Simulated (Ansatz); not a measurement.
F3Y (SMILES [F][Y]([F])[F]) moved off its minimum; all values from Ansatz (a first-principles code), cores frozen in correlated methods. Elements past Kr take the def2 small-core potentials, without spin–orbit coupling.
(charge 0, multiplicity 1)
```xyz
4

Y     -0.02345    -0.03343    -0.04951
F     -1.77424    -0.99409     0.08095
F     -0.00856     1.84226    -0.76615
F      1.66100    -0.78029     0.70414
```

Forces at wB97M-V/def2-TZVPP (eV/Å):

```tsv
atom	Fx	Fy	Fz
Y1	-0.170	0.334	-0.161
F2	-0.010	-0.070	0.023
F3	0.006	-0.129	0.041
F4	0.173	-0.135	0.098
```

Problem. Give the forces (eV/Å), the total energy and the dipole at CCSD(T)/def2-TZVPPD.

Solution. 
```csv
atom,Fx,Fy,Fz
Y1,-0.172,0.306,-0.222
F2,-0.495,-0.336,0.060
F3,0.010,0.380,-0.153
F4,0.656,-0.350,0.315
```
Energy -337.4698 hartree, dipole 0.76 D.
